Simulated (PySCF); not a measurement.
Simulated C 1s region for `[H][Si]([H])(C#C)C#C` (Si(CCH)2H2), binding energy against the vacuum level.

Every computed line was given a Gaussian of 1.0 eV full width at half maximum and an area set by the number of equivalent atoms; the highest printed point is 100. The calculation used delta-SCF UKS SCAN, pcX-2 on the ionised atom, pcseg-1 elsewhere, spin-free X2C (PySCF).

(binding energy (eV), intensity): (289.0, 0), (289.1, 0), (289.2, 1), (289.3, 2), (289.4, 3), (289.5, 6), (289.6, 10), (289.7, 16), (289.8, 24), (289.9, 34), (290.0, 46), (290.1, 59), (290.2, 73), (290.3, 85), (290.4, 95), (290.5, 100), (290.6, 100), (290.7, 95), (290.8, 86), (290.9, 74), (291.0, 61), (291.1, 47), (291.2, 35), (291.3, 25), (291.4, 16), (291.5, 10), (291.6, 6), (291.7, 4), (291.8, 2), (291.9, 1), (292.0, 0), (292.1, 0)

Q: Count the maxima, the lines and the sites behind this envelope.

A: The curve has 1 maximum (at 290.6 eV). Under it lie 2 lines from 2 inequivalent carbon sites. At this width some lines have no maximum of their own.

Q: Decompose the envelope and assign each component. Bonds: Si1–C2, Si1–C5, C2–C3, C5–C6. Hydrogens: H8, H9 on Si1; H4 on C3; H7 on C6.

A: 
| position (eV) | relative area | line | atoms | environment |
| --- | --- | --- | --- | --- |
| 290.43 | 2 | C 1s | C2/C5 | carbon bonded to C and Si |
| 290.68 | 2 | C 1s | C3/C6 | carbon bonded to C and H |

Q: What are the centre and the root-mean-square width of the whole band?

A: The area-weighted mean of the lines is 290.56 eV. Their own spread about it is 0.13 eV (rms) and each Gaussian has σ = 1.0/2.355 = 0.42 eV; the variances add, which gives 0.44 eV.

Q: Above which line width would these two lines show one maximum?

A: Two equal Gaussians merge once their distance is under 2σ = FWHM/1.177. With 0.25 eV between them that is a full width over 0.29 eV.

The listed C 1s values span 0.25 eV, from C2/C5 (bonded to C and Si) to C3/C6 (bonded to C and H).

The curve has no shake-up lines and no vibrational structure. The first atom of each set that the bonding makes equivalent was ionised and stands for the set. Spin contamination (⟨S²⟩ against 0.75 for a pure doublet) is marked for C 1s of C2/C5 (0.86) and C 1s of C3/C6 (0.86), which makes these values less certain. Geometry: PBE0-D3(BJ)/def2-SVP; no solvent, vibrations or thermal averaging.
